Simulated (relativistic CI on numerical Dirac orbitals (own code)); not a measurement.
Computed by Dirac-Coulomb-Breit CI, KLI orbitals optimised for each configuration, a model potential for QED, unscaled Slater integrals (own radial code, finite nucleus).

The strongest absorption lines from the ground level of an ion, among the configurations computed and to levels below about 4680 eV (vacuum wavelength in Å, gf): 2.9327 (0.45), 2.9401 (0.34), 2.9920 (0.92), 2.9931 (0.64), 2.9938 (0.84), 2.9986 (0.75), 3.0016 (2.1), 3.1587 (2.1).

Q: Which ion is it?
A. La LI
B. In XLIII
C. I XLVII
D. Rh XXXIX

A: B. In XLIII has 7 electrons and the ground level 2s²2p³ ²P°3/2; the strongest line goes to 2s²2p²3d ²F5/2. The pattern of lines fixes the number of electrons, and along that sequence the line energies rise steadily with the charge (about as its square where n changes within one kind of shell, about linearly where n is kept but much faster in heavy ions where fine structure, which grows about as Z⁴, sets the gap, and irregularly where shells cross), which fixes Z. Configurations outside the model, such as inner-shell arrays, can give stronger lines. At this charge energies of transitions that change n are usually good to better than 1 %, and those within a shell (Δn = 0) to a few per cent.

LS names give the leading component of a level, which can be under half, so a name can repeat, a term be missing and a line seem to break the LS rules.
